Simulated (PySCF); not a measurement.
**Potential energy of SiTe⁺ along the bond**

Set-up: Si x2c-SVPall, Te x2c-SVPall; spin-free X2C with a Gaussian nucleus (PySCF 2.14). Energies in eV from Si⁺ + Te in their ground configurations at the same level. State: ²Π (doublet), unpaired electrons π ↑.

All columns are PBE0. A positive dipole points towards Te; it is taken about the centre of mass and depends on that origin.

```tsv
R (Å)	E (eV)	μ (D)	Mulliken charge on Si (basis-dependent)	HOMO (eV)	LUMO (eV)	Mayer bond order	⟨S²⟩
2.081	-2.399	-2.34	0.53	-13.52	-12.21	1.95	0.75
2.178	-3.088	-2.87	0.59	-13.59	-11.87	1.91	0.75
2.275	-3.463	-3.40	0.64	-13.54	-11.56	1.88	0.75
2.347	-3.594	-3.81	0.67	-13.31	-11.35	1.86	0.76
2.420	-3.630	-4.20	0.69	-13.08	-11.15	1.84	0.76
2.493	-3.592	-4.59	0.71	-12.87	-10.96	1.82	0.76
2.589	-3.462	-5.08	0.72	-12.61	-10.73	1.80	0.78
2.710	-3.217	-5.59	0.72	-12.30	-10.48	1.74	0.83
2.856	-2.878	-5.88	0.70	-12.01	-10.24	1.62	1.02
3.049	-2.453	-5.97	0.65	-11.74	-9.95	1.36	1.33
```

A fit through these points gives, at Re = 2.416 Å, μ = -4.18 D and dμ/dR = -5.44 D/Å; the reduced mass is 23.02 u.

Question: How strong is the fundamental in the double-harmonic approximation, I = 42.26·(dμ/dR)²/μred km/mol?

Answer: I = 42.26·(-5.44)²/23.02 = 54.3 km/mol at PBE0.

⟨S²⟩ of the unrestricted solution departs from its pure value on part of the curve, where spin states mix. Spin–orbit coupling is left out, which matters for elements this heavy, above all for dissociation energies. For an ion De counts to the pair picked by the measured ionisation energies or electron affinities, which need not be the lowest pair at this level. The state was picked by a PBE0 search and need not be the measured ground state.
